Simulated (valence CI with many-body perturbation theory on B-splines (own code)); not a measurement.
The numbers below are computed, except where a source is named.
A CI+MBPT run for Sn²⁹⁺

Level of theory: configuration interaction combined with many-body perturbation theory (CI+MBPT): three valence electrons over a frozen Dirac-Fock core [Ar], radial functions for each j: 9 s, 9 p, 10 d, 8 f, 5 g, 3 h, 1 i, with the one-electron correlation potential Σ1 (screened to all orders), the two-electron term Σ2, the three-electron term Σ3, Breit, model QED; selected single and double excitations, second order for the rest (own B-spline code, finite nucleus).

Command, and the settings that its task file holds:

```sh
python run_cv.py task.json out
```

```
atom Sn  Z=50  mass_number=120  rms_radius_fm=4.6519
core [Ar]
valence 3d3
avg = 1
basis = L
breit = 1
cap = 40000
capref = 1200
cscale = 1
de = 0.0
dress = 0
eps = 2e-08
h = 0.27
hh = 1
l2 = 3
lcore = 6
maxit = 60
n2 = 5
natural = 1
nlev = 60
nno = [6, 6, 7, 6, 4, 3, 1]
nroot = 26
nsp = [3, 3, 3, 2, 1, 0, 0]
pt2 = 1
qed = 1
rpa = 1
s1 = 1
s2 = 1
s3 = 1
screen = 1
tol = 2e-05
```

It took 44 s on 1 thread of Arm Neoverse V1 (shared host).

Log. The first blocks belong to the next ion, which gives the ionisation energy. Fields: 2J, parity (1 odd), roots, reference size, generating configurations, candidates as configurations/state functions, variational space P, stored matrix elements, Davidson steps; e2 is the range of second-order energies in hartree. The first line gives the box (bohr), its intervals, the orbitals and the steps of their self-consistent field. Window is the range of levels sought, series limit the energy at which the first omitted orbital would enter, core excitation an estimate of the first excitation out of the core, left out the lowest levels not solved, and shifts from estimates the range by which levels moved from their first estimate, all in cm⁻¹.

```
rmax 3.8 intervals 58 orbitals 81 references ['3d3', '3d2 4s', '3d2 4p'] scf 3 t 1.1
2J=4 par=0 roots 2 ref 48 generators 3 cand 1136/1136 P 881/881 nnz 0 it 0
2J=4 par=0 roots 2 ref 48 generators 4 cand 303/303 P 1050/1050 nnz 0 it 0
   second order: generators 6 cand 134/134 e2 -0.00000 -0.00000
2J=6 par=0 roots 2 ref 38 generators 2 cand 1145/1145 P 744/744 nnz 0 it 0
2J=6 par=0 roots 2 ref 38 generators 4 cand 439/439 P 911/911 nnz 0 it 0
   second order: generators 10 cand 272/272 e2 -0.00000 -0.00000
2J=0 par=0 roots 2 ref 19 generators 2 cand 342/342 P 354/354 nnz 0 it 0
2J=0 par=0 roots 2 ref 19 generators 2 cand 7/7 P 361/361 nnz 0 it 0
   second order: generators 4 cand 0/0 e2 -0.00000 -0.00000
reference levels 673, estimated 19, window 399568 1/cm; series limit 10566706, core excitation 1357298
2J=3 par=0 roots 5 ref 71 generators 4 cand 2154/4992 P 2017/5304 nnz 7.4e+06 it 5
2J=3 par=0 roots 5 ref 71 generators 4 cand 1052/2258 P 2491/6452 nnz 1.1e+07 it 5
   second order: generators 5 cand 2105/5073 e2 -0.00001 -0.00000
2J=5 par=0 roots 5 ref 79 generators 3 cand 2492/6858 P 2012/6260 nnz 1e+07 it 5
2J=5 par=0 roots 5 ref 79 generators 3 cand 1225/3177 P 2564/7835 nnz 1.6e+07 it 4
   second order: generators 4 cand 2264/6674 e2 -0.00001 -0.00000
2J=7 par=0 roots 3 ref 66 generators 2 cand 2434/7111 P 1841/5843 nnz 9.2e+06 it 4
2J=7 par=0 roots 3 ref 66 generators 2 cand 1351/3832 P 2416/7647 nnz 1.6e+07 it 4
   second order: generators 2 cand 776/2028 e2 -0.00001 -0.00000
2J=9 par=0 roots 3 ref 49 generators 3 cand 2122/6110 P 1677/5274 nnz 7.8e+06 it 4
2J=9 par=0 roots 3 ref 49 generators 3 cand 1265/3385 P 2183/6811 nnz 1.3e+07 it 4
   second order: generators 3 cand 759/1848 e2 -0.00001 -0.00000
2J=1 par=0 roots 2 ref 43 generators 2 cand 1291/2031 P 1715/2793 nnz 2.1e+06 it 4
2J=1 par=0 roots 2 ref 43 generators 2 cand 911/1423 P 2100/3449 nnz 3.2e+06 it 4
   second order: generators 2 cand 526/767 e2 -0.00000 -0.00000
2J=11 par=0 roots 1 ref 25 generators 1 cand 1611/4344 P 1240/3614 nnz 4e+06 it 4
2J=11 par=0 roots 1 ref 25 generators 1 cand 1268/3254 P 1641/4748 nnz 6.7e+06 it 4
   second order: generators 1 cand 867/2120 e2 -0.00001 -0.00001
left out: unestimated 5465973, estimated none, shifts from estimates -4 to 24
operators 1.6
```

The Davidson iterations converged.

No measured spectrum was set against this ion. As an estimate, large intervals hold to a few tenths of a per cent, small ones and those within an open d or f shell to about a per cent. Only levels of the ground parity were solved; by the run's estimate the other parity begins above the list, which can be wrong where configurations are misplaced.

```
Valence energy                            : -194.2527 hartree
Ionisation energy                         : 1677.3 eV (NIST: 1676 ± 4 eV (theoretical))
Reference configurations for the orbitals : 3d3, 3d2 4s, 3d2 4p
Radial orbitals                           : 81
Box radius                                : 3.82 bohr
Largest variational space                 : 7835
Lowest levels                             : (3d3/2^3) J=3/2 0.0, (3d3/2^2 3d5/2) J=5/2 54594, (3d3/2^2 3d5/2) J=7/2 88325, (3d3/2^2 3d5/2) J=3/2 98005, (3d3/2^2 3d5/2) J=9/2 103710, (3d3/2^2 3d5/2) J=1/2 115180, (3d3/2 3d5/2^2) J=7/2 [a] 163000, (3d3/2 3d5/2^2) J=9/2 171960, (3d3/2 3d5/2^2) J=5/2 [a] 173000, (3d3/2 3d5/2^2) J=3/2 [a] 197130, (3d3/2 3d5/2^2) J=1/2 208410, (3d3/2 3d5/2^2) J=11/2 220450, (3d3/2 3d5/2^2) J=5/2 [b] 237120, (3d3/2 3d5/2^2) J=5/2 [c] 261290 cm⁻¹
```

Levels are named by their leading jj configuration (3d3/2^4 stands for four electrons in 3d with j = 3/2), which in mixed levels can hold well under half, so a name can repeat and another be missing. Letters in brackets count levels of one name in rising energy.
